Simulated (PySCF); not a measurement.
Electric properties by functional and basis

Species: C₂H₁₁GeNSi.
Cartesian coordinates in Å at the PBE0-D3(BJ)/def2-SVP level; atoms count from 1:
```xyz
16
C2H11GeNSi angstrom
C     -1.6587    1.3480   -0.1571
N     -1.2478    0.0330   -0.5780
C     -1.8007   -1.0285    0.2238
Ge     0.4875   -0.1666   -1.1771
Si     2.0992   -0.0115    0.5960
H     -1.3371    1.6139    0.8740
H     -2.7610    1.4295   -0.1817
H     -1.2607    2.1162   -0.8386
H     -1.4945   -0.9935    1.2926
H     -2.9052   -0.9870    0.2038
H     -1.5049   -2.0115   -0.1753
H      0.7199    0.9496   -2.2151
H      0.5619   -1.5542   -1.8458
H      3.4963   -0.1061    0.0681
H      1.8907   -1.1139    1.5861
H      1.9506    1.2939    1.3127
```

PySCF, dipoles from the SCF density, polarisabilities from static response with core orbitals frozen. Isolated species at its PBE0-D3(BJ)/def2-SVP geometry (one conformer only). Relativistic effects, spin–orbit coupling among them, are left out although an element past zinc is present.

**Question.** How do dipole and polarisability depend on functional and basis here?

**Answer.** 

```tsv
level	μ (D)	α (Å³)	anisotropy (Å³)
LDA/def2-SVPD	0.453	15.71	3.81
PBE/def2-SVPD	0.453	15.32	3.64
B3LYP/def2-SVPD	0.399	14.76	3.18
PBE0/def2-SVPD	0.404	14.62	3.12
BHandHLYP/def2-SVPD	0.382	14.09	2.72
CAM-B3LYP/def2-SVPD	0.386	14.43	2.87
wB97X-D/def2-SVPD	0.410	14.41	2.86
LC-wPBE/def2-SVPD	0.409	14.00	2.65
HF/def2-SVPD	0.411	13.38	2.20
PBE0/6-31G*	0.434	12.20	3.16
PBE0/def2-SVP	0.474	12.95	2.75
PBE0/aug-cc-pVDZ	0.392	14.97	3.23
PBE0/def2-TZVP	0.411	14.20	3.19
```

The anisotropy is √(½[(α1 − α2)² + (α2 − α3)² + (α3 − α1)²]). The dipole runs from 0.38 D (BHandHLYP/def2-SVPD) to 0.47 D (PBE0/def2-SVP). No reference polarisability is at hand; against PBE0 in the largest diffuse basis at hand (aug-cc-pVDZ) the other PBE0 rows deviate by 6-31G* -19%, def2-SVP -13%, def2-SVPD -2%, def2-TZVP -5%. In one basis (def2-SVPD) the functionals order the polarisability from HF (lowest) to LDA (highest), a spread of 17%. With PBE0 the polarisability is 13.12 Å³ without diffuse functions (mean of 6-31G*, def2-SVP and def2-TZVP) and 14.80 Å³ with them (mean of def2-SVPD and aug-cc-pVDZ).
